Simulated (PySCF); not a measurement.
**Multinuclear NMR of C₃H₉FOSi₂**

Cartesian coordinates in Å; atom numbers follow the order of the lines, from 1:
```xyz
16

O    -1.891   -1.123   -0.629
Si   -2.149    0.033    0.477
C    -0.476    0.752    1.084
C     0.304    1.236   -0.077
C     1.277    0.543   -0.661
F     1.843    1.099   -1.784
Si    2.035   -1.122   -0.181
H    -1.284   -1.005   -1.356
H    -2.946    1.125   -0.088
H    -2.826   -0.688    1.544
H    -0.656    1.571    1.778
H     0.078   -0.024    1.611
H     0.010    2.192   -0.495
H     3.206   -1.308   -1.033
H     2.412   -1.084    1.234
H     1.055   -2.189   -0.408
```

Theoretical values (PySCF 2.14.0 with density-fitted response routines): GFN2-xTB structure, PBE0/pcSseg-1 with gauge-including orbitals. Non-relativistic Hamiltonian, isolated molecule, averaged over atoms made equivalent by symmetry, fast rotation or ring inversion, one conformer.

Question: Predict the 19F NMR data.

Answer: 
| atoms | environment | σ (ppm) | δ (ppm) |
| --- | --- | --- | --- |
| F6 | vinylic fluorine | 266.2 | -94.2 |

Shieldings were converted by a linear fit to measured shifts: 19F (scatter 6.0 ppm rms, 7.0 ppm with the 5 outliers that the fit left out vs CFCl3, solution or neat liquid, with a term for F on sp3 carbon). Occasional misses reach two or three times the rms, and more in compound classes unlike the fitted ones.

On a 400 MHz spectrometer 19F resonates near 376.4 MHz, so 1 ppm is 376.4 Hz.

Question: What are the 29Si shifts?

Answer: 
| atoms | environment | σ (ppm) | δ (ppm) |
| --- | --- | --- | --- |
| Si2 | silicon bonded to C, O, 2 H | 376.4 | -29.4 |
| Si7 | silicon bonded to C, 3 H | 434.4 | -77.1 |

Shieldings were converted by a linear fit to measured shifts: 29Si: δ = 279.94 − 0.822σ (rms 8.9 ppm, 72 shifts, 25.8 ppm with the 6 outliers that the fit left out vs TMS, solution or neat liquid). Occasional misses reach two or three times the rms, and more in compound classes unlike the fitted ones.

On a 400 MHz spectrometer 29Si resonates near 79.5 MHz, so 1 ppm is 79.5 Hz.

Question: Where does 17O resonate?

Answer: 
| atoms | environment | σ (ppm) | δ (ppm) |
| --- | --- | --- | --- |
| O1 | oxygen bonded to Si, H | 323.8 | -28.2 |

Shieldings were converted by a linear fit to measured shifts: 17O: δ = 266.70 − 0.911σ (rms 10.7 ppm, 155 shifts, 12.2 ppm with the 3 outliers that the fit left out vs liquid water, solution or neat liquid). A few per cent of atoms miss by over 2 rms, more outside the fitted compound classes.

On a 300 MHz spectrometer 17O resonates near 40.7 MHz, so 1 ppm is 40.7 Hz.
